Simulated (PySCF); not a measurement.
## Shieldings and the share of exact exchange

Molecule: `C[SiH](C)C#N`, C3H7NSi.

Structure with atom numbers: `[CH3:1][SiH:2]([CH3:3])[C:4]#[N:5]`; H(Xn) means a hydrogen on atom n.

GIAO shieldings (ppm, equivalent atoms averaged) in PySCF on the PBE0-D3(BJ)/def2-SVP geometry, basis pcSseg-2, gas phase, non-relativistic:

```tsv
functional	exact exchange (%)	σ(Si2)	σ(N5)
BLYP	0	355.4	-98.1
BP86	0	366.2	-96.1
PBE	0	367.6	-97.2
B3LYP	20	366.8	-101.9
PBE0	25	381.3	-101.3
mPW1PW91	25	379.6	-102.3
HF	100	416.4	-109.8
```

(1) Fit each shielding as a line in the percentage of exact exchange.

(2) What does the line predict for BHandHLYP (50 %), and what does the run give?

Results:

(1) σ(Si2) = 363.1 + 0.54 x (rms 4.9 ppm); σ(N5) = -97.9 − 0.13 x (rms 1.1 ppm). The functionals also differ in their semilocal parts, which the line can't hold; Hartree–Fock has no correlation at all.

(2) σ(Si2): 390.1 predicted, 383.9 computed; σ(N5): -104.4 predicted, -106.0 computed ppm.
